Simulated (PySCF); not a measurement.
C₂H₉AlN₂, SMILES C[N](C)[AlH][NH2].

Geometry optimised at TPSSh-D3(BJ)/def2-SVP. The structure was generated by enumeration; whether it is a known compound was not checked. One conformer was computed; it need not be the lowest.

These are C-PCM-M06-2X/def2-SVP in PySCF values and carry that method's errors.

The values are the electrostatic part of the solvation free energy, E(continuum) − E(gas) at the gas-phase geometry, in a cavity of scaled van der Waals radii (PySCF's table); cavitation and dispersion terms are not included. A continuum can't describe solvent molecules that bind to the metal. In vacuum the orbital gap is 8.45 eV. The dipole moment in vacuum is 1.17 D.

Computed values in water (ε = 78.36), ethanol (ε = 24.85), dichloromethane (ε = 8.93):
```tsv
solvent	ε	ΔG(elec) (kcal/mol)	dipole (D)	gap (eV)
water	78.36	-3.6	1.52	8.51
ethanol	24.85	-3.5	1.51	8.51
dichloromethane	8.93	-3.2	1.47	8.50
```
